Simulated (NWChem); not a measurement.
C$_{4}$H$_{6}$Si; SMILES C(C#C[SiH3])=C

```xyz
11

C      0.5289    -3.0154    -0.0448
C     -0.4586    -2.1120     0.0478
C     -0.2658    -0.7039     0.0300
C     -0.1290     0.5113     0.0172
Si     0.0872     2.3268    -0.0032
H      1.5739    -2.7110    -0.1427
H      0.3092    -4.0853    -0.0244
H     -1.4966    -2.4531     0.1451
H      0.7469     2.7446    -1.2758
H      0.9392     2.7491     1.1478
H     -1.2431     2.9959     0.1012
```
Atoms are numbered in this order, from 1.

Computed with NWChem. Pople sets run with spherical d functions. Geometry: optimised at PBE0/def2-SVP. Level: PBE/6-31G* with SMD (1 M gas to 1 M solution), gas-phase geometry. Reactions with the solvent are ignored.

```
solvent                dielectric constant  solvation free energy (kcal/mol)  cavity-dispersion-structure term (kcal/mol)  dipole in solution (D)
---------------------  -------------------  --------------------------------  -------------------------------------------  ----------------------
water                                 78.4                        (withheld)                                   (withheld)                    1.61
2-propanol                            19.3                              -1.8                                          1.1                    1.58
acetonitrile                          35.7                              -2.3                                          0.7                    1.60
N,N-dimethylformamide                 37.2                              -1.4                                          1.6                    1.60
methanol                              32.6                              -1.5                                          1.4                    1.60
```

### Question
Some entries are withheld; supply them.

### Answer

- water, solvation free energy (kcal/mol): 2.1
- water, cavity-dispersion-structure term (kcal/mol): 5.2
